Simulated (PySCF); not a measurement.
Coordinates in bohr (charge -1 multiplicity 1):
```
Sc    0.0000    0.0000   -0.5927
O     3.0895    0.0000    0.8285
O    -3.0895    0.0000    0.8285
```

Level of theory: PBE0/[Sc def2-TZVPD, O def2-TZVPD], no relativity, density fitting, PySCF.

This geometry of ScO₂⁻ is a stationary point at this level.

What is the point group?

C2v.

Is it a minimum?

Yes: all harmonic wavenumbers are real.

List the harmonic modes with their infrared intensities.


| symmetry | ω (cm⁻¹) | IR (km/mol) | type |
| --- | --- | --- | --- |
| a1 | 190 | 69.8 | bend |
| b2 | 743 | 930 | stretch |
| a1 | 808 | 25.9 | stretch |

What are the dipole moment and the gap between the highest occupied and lowest empty levels?

6.94 D about the centre of mass and 2.45 eV.

In C2v the vibrations span 2a1 + b2. Here b1 is antisymmetric to the molecular plane and b2 lies in it.

Other isomers or separated fragments may lie lower. The lowest empty level of this anion is unbound, so it and the gap depend on the basis.
